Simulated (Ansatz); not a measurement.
Start from `F/C=N\B[SiH3]` and change one atom or group to get `BN=CF`.

Ansatz, PBE0-D4/def2-TZVP geometries, multiplicity 1. Each molecule was computed in one conformer, which needn't be the lowest.

```tsv
property	`F/C=N\B[SiH3]`
HOMO–LUMO gap (PBE/def2-TZVPP) / eV	4.64
zero-point energy (PBE0-D4/def2-TZVP) / kJ/mol	160.3
LUMO energy (ωB97M-V/def2-TZVPP) / eV	0.86
LUMO energy (PBE0/def2-TZVPP) / eV	-1.08
HOMO–LUMO gap (ωB97M-V/def2-TZVPP) / eV	10.75
LUMO energy (B3LYP/def2-TZVPP) / eV	-1.26
```

Task: Give the same properties after the change, and the shifts. (An estimate is asked.)

Result: The calculation gave: 
```tsv
property	`BN=CF`	shift
HOMO–LUMO gap (PBE/def2-TZVPP) / eV	5.67	1.03
zero-point energy (PBE0-D4/def2-TZVP) / kJ/mol	117.2	-43.1
LUMO energy (ωB97M-V/def2-TZVPP) / eV	1.35	0.49
LUMO energy (PBE0/def2-TZVPP) / eV	-0.53	0.55
HOMO–LUMO gap (ωB97M-V/def2-TZVPP) / eV	12.19	1.44
LUMO energy (B3LYP/def2-TZVPP) / eV	-0.81	0.45
```

With PBE0 the HOMO falls by 0.80 eV and the LUMO rises by 0.55 eV, so the gap widens by about 1.35 eV. PBE moves the HOMO by -0.64 eV and ωB97M-V by -0.95 eV. The zero-point energy changes by -43.1 kJ/mol with -9 modes.

Positive LUMOs are unbound, so they and the gaps depend on the basis.

B3LYP here is the variant with VWN-RPA as its local correlation; programs differ in this.
